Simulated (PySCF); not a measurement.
# Radial density of Ga (gallium, neutral)

BP86, [Ar] 3d10 4s1 4p1 5s1, high-spin 4P determinant (an excited configuration). All numbers are calculated (PySCF 2.14, a scalar-relativistic core potential, in aug-cc-pV5Z-PP with ECP10MDF (8s7p6d4f3g2h, 136 functions)). This is the valence pseudo-density: the core potential removes the inner electrons and smooths the orbitals near the nucleus.

```tsv
r (bohr)	4πr²ρ (e/bohr)	4πr²(ρα − ρβ)
0.00188	1.645e-05	0.0000
0.00316	4.438e-05	0.0000
0.00531	0.0001145	0.0000
0.00893	0.0002821	0.0000
0.0150	0.0006442	0.0000
0.0253	0.001466	0.0001
0.0425	0.005478	0.0001
0.0715	0.04954	-0.0001
0.120	0.4889	-0.0029
0.202	3.323	-0.0136
0.340	14.68	0.0299
0.572	26.59	0.0606
0.962	11.58	0.0613
1.62	2.381	0.8802
2.72	0.7672	0.6907
4.58	0.2495	0.2490
7.70	0.1425	0.1425
13.0	0.009302	0.0093
```

Energies and moments cover only the electrons outside the core potential. The outer electron is Rydberg-like, and this basis confines it to a smaller radius and binds it less than a complete one would.

Q: Where is the radial spin density 4πr²(ρα − ρβ) most negative, and why is it negative at all?

A: Around r = 0.202 bohr, down to -0.0136 e/bohr: exchange with the open shell polarises the paired shells in an unrestricted calculation.
